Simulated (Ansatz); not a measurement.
Total energies of [Cu(NH3)2]+ (CuN₂H₆⁺) from Ansatz at PBE-D4/def2-TZVP, gas phase (1 Eh = 27.2114 eV = 2625.5 kJ/mol). The reference geometry is relaxed at PBE0-D4/def2-TZVP.

```tsv
atom	x (Å)	y (Å)	z (Å)
Cu1	0.000	0.000	0.000
N2	-0.071	1.760	-0.773
H3	0.335	2.465	-0.162
H4	-1.024	2.057	-0.967
H5	0.436	1.814	-1.654
N6	0.071	-1.760	0.773
H7	1.026	-2.082	0.911
H8	-0.388	-2.456	0.189
H9	-0.384	-1.799	1.683
```

```
           state                      geometry  energy (Eh)
charge 1 singlet                     reference  -1753.16922
charge 2 doublet                     reference  -1752.63032
charge 2 doublet  relaxed at PBE0-D4/def2-TZVP  -1752.63125
charge 0 doublet                     reference  -1753.30201
```

**Question.** Work out the vertical ionisation energy to the doublet.

**Answer.** E(charge 2 doublet) − E(charge 1 singlet) = -1752.63032 − (-1753.16922) = 0.53890 Eh = 14.66 eV. For comparison, −ε of the highest occupied level is 10.35 eV at this level, 4.31 eV less.

**Question.** Work out the vertical electron affinity, to the doublet.

**Answer.** E(charge 1 singlet) − E(charge 0 doublet) = -1753.16922 − (-1753.30201) = 0.13279 Eh = 3.61 eV.

**Question.** Give the fundamental gap IE − EA, the Mulliken electronegativity (IE + EA)/2 and the hardness (IE − EA)/2.

**Answer.** From the values in Eh: IE − EA = 0.53890 − 0.13279 = 0.40611 Eh = 11.05 eV; (IE + EA)/2 = 9.14 eV; (IE − EA)/2 = 5.53 eV. The HOMO–LUMO gap of the same run is 4.61 eV, 6.44 eV smaller than the fundamental gap.

**Question.** How much does the charge 2 doublet relax, and what is the adiabatic ionisation energy?

**Answer.** Relaxation: -1752.63032 − (-1752.63125) = 0.00093 Eh = 0.03 eV. Adiabatic ionisation energy: 0.53797 Eh = 14.64 eV, without zero-point energy.
